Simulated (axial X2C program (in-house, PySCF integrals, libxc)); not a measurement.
**RbGa: cheaper levels and CCSD(T), 2c**

All values were computed with an in-house relativistic program for diatomic molecules. Two-component (2c) means X2C with spin–orbit coupling and atomic mean-field two-electron Coulomb and Gaunt terms. Basis: Rb dyall-cv3z [12s13p8d4f1g], Ga dyall-cv3z [9s9p7d4f1g] (cores contracted in-house); Gaussian nuclei, density fitting, unrestricted open shells. Masses: Rb 84.912 u, Ga 68.926 u.

State: Ω = 2 (⟨Sz⟩ = 1.00, ⟨Lz⟩ = 1.00 at HF); fragments Rb + Ga.

| level | Re (Å) | ωe (cm⁻¹) | De (eV) |
| --- | --- | --- | --- |
| PBE0 | 3.457 | 90.5 | n/a |
| HF | 3.642 | 78.9 | n/a |
| MP2 | 3.494 | 86.1 | 0.309 |
| CCSD | 3.520 | 86.7 | 0.337 |
| PBE | 3.467 | 87.2 | n/a |

Correlated methods: 12 electrons correlated (number of frozen shells: Rb 3 s, 2 p, 1 d; Ga 3 s, 2 p, 1 d), 324 virtual spin orbitals or spinors in MP2, 90 natural virtuals in coupled cluster.

CCSD(T), same Hamiltonian and basis:

Re = 3.506 Å, ωe = 87.8 cm⁻¹, De = 0.36 eV; T1 = 0.015 (Lee–Taylor normalisation).

Problem. Give the differences from CCSD(T) in the columns below.

Solution. 

```csv
level,ΔRe (Å),Δωe (cm⁻¹),ΔDe (eV)
PBE0,-0.049,2.7,n/a
HF,0.136,-8.9,n/a
MP2,-0.012,-1.7,-0.05
CCSD,0.014,-1.1,-0.02
PBE,-0.039,-0.6,n/a
```

The state is one determinant whose occupation by symmetry is held fixed; it was picked as the lowest of a PBE0 search that is not exhaustive. Dissociation energies refer to the lowest single-determinant-based atoms at the same level and basis. De is not given where an atomic determinant may have missed its ground term or J level, or where the truncated virtual space spoils (T). Density functionals use the spin component along the axis (collinear). CCSD and (T) use frozen natural virtuals with an MP2 correction for the truncation; (T) itself is uncorrected, so its De runs slightly low. Other states lie close and PBE0, whose exact exchange favours high spin, may order them wrongly; the determinant shown need not be the ground state. The nearest other 2c determinant of the search, Ω = 0, lies 0.12 eV up at the distance of the search. The functionals have no current-density term, which raises determinants with orbital currents, atoms included. The atomic limit has a lower orbital projection than the molecule and lies lower at mean-field level, so De may be about a tenth of an eV too small. With several unpaired electrons one determinant need not be a pure state. Open-shell Ω = 0 determinants with evenly filled partner blocks cannot be reached by this program, so the Ω shown need not be the lowest component. At some level and bond length an empty orbital lies below a filled one. With the outer-core shells frozen, correlated bond lengths of heavy atoms tend to come out a few hundredths of an ångström too long.
